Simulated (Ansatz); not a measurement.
Ansatz (an electronic-structure program) input (CCSD(T)/def2-SVP):

Ansatz 0.2 input:
```yaml
crystal:
  periodic: [false, false, false]
  atoms:
    - {symbol: Bi, position_ang: [0.63443525, 0.31680409, 0.18770653]}
    - {symbol: Br, position_ang: [-1.10652668, 1.07210654, -1.46861681]}
    - {symbol: Br, position_ang: [-0.39799120, -1.82338481, 1.02348419]}
basis:
  gaussian:
    orbitals: def2-SVP
total_charge: 1
magnetization: {spin_polarized: false}
correlation: {method: ccsd_t, electrons: outside_noble_gas}
```

Output:

```
Functional definition: HF
integrals: 0.10 GiB planned
939 factors; integrals over basis functions are off by at most 2.9e-4 eV
mean field: 0.58 GiB planned
mean field evaluation 1: about -145783.5195 eV, gradient 2.8e1 eV
mean field evaluation 2: about -145783.5608 eV, gradient 2.8e1 eV
mean field evaluation 4: about -145786.4431 eV, gradient 1.8e0 eV
mean field evaluation 8: about -145786.4750 eV, gradient 2.2e-1 eV
mean field evaluation 16: about -145785.0888 eV, gradient 2.3e1 eV
mean field -145786.47602794 eV, -5357.5541764041 hartree, gradient 3.4e-6 eV, S^2 0.000000; 0 other end points of the search recorded, 0 dependent functions left out
37 core orbitals not correlated
reference -145786.47602794 eV, -5357.5541764041 hartree; 9, 9 occupied and 44, 44 virtual orbitals, 939 factors
second order -8.38418631 eV of doubles, -0.00000000 eV of singles
coupled cluster: 0.15 GiB planned
cycle   1  -8.77916805 eV  change   -3.9e-1 eV  update   1.1e-1
cycle   2  -8.99794909 eV  change   -2.2e-1 eV  update   3.5e-2
cycle   3  -9.07802529 eV  change   -8.0e-2 eV  update   2.6e-2
cycle   4  -9.07009346 eV  change    7.9e-3 eV  update   9.1e-3
cycle   5  -9.06802146 eV  change    2.1e-3 eV  update   3.5e-3
cycle   6  -9.06846991 eV  change   -4.5e-4 eV  update   1.1e-3
cycle   7  -9.06857104 eV  change   -1.0e-4 eV  update   3.1e-4
cycle   8  -9.06863357 eV  change   -6.3e-5 eV  update   7.7e-5
cycle   9  -9.06862485 eV  change    8.7e-6 eV  update   2.3e-5
cycle  10  -9.06862079 eV  change    4.1e-6 eV  update   8.6e-6
perturbative correction -0.35027357 eV, -0.0128723162 hartree
Total energy: -145795.89492230 eV, -5357.9003143874 hartree
```

It need not be the lowest isomer of its formula.
